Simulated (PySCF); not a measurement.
A small calculation by hand: chemical shift, span and skew from a shielding tensor

C2H3BrCl2, SMILES CC(Cl)(Cl)Br. Atoms are numbered in the order given.

```xyz
8

C     -0.6976     1.7858     0.0000
C     -0.4843     0.2855     0.0000
Cl    -1.2224    -0.4436    -1.4628
Cl    -1.2224    -0.4436     1.4628
Br     1.4546    -0.1083     0.0000
H     -0.2408     2.2251    -0.8974
H     -0.2408     2.2251     0.8974
H     -1.7774     1.9941     0.0000
```
Charge 0, spin multiplicity 1.

The structure is a stationary point at B3LYP-D3(BJ)/def2-SVP.

GIAO shieldings from PBE/pcSseg-1 (PySCF), non-relativistic, no solvent. The symmetric part of the tensor of C1 has the principal values 104.5, 108.2, 167.7 ppm. The same nucleus in TMS has σ = 182.0 ppm at this level (PySCF, at its B3LYP-D3(BJ)/def2-TZVP geometry). Without spin–orbit terms, shifts of atoms bonded to Cl or Br come out too high.

Task: Work out the isotropic shielding, the ¹³C shift against TMS, the span and the skew.

Result: 
σ(iso) = (σ11 + σ22 + σ33)/3 = 126.8 ppm. δ = σ(ref) − σ(iso) = 182.0 − (126.8) = 55.2 ppm.
Span Ω = σ33 − σ11 = 63.2 ppm. Skew κ = 3(σ(iso) − σ22)/Ω = 0.88. Tumbling in solution averages the tensor to δ; in a static solid the shielding alone would spread this spin-1/2 line over Ω.
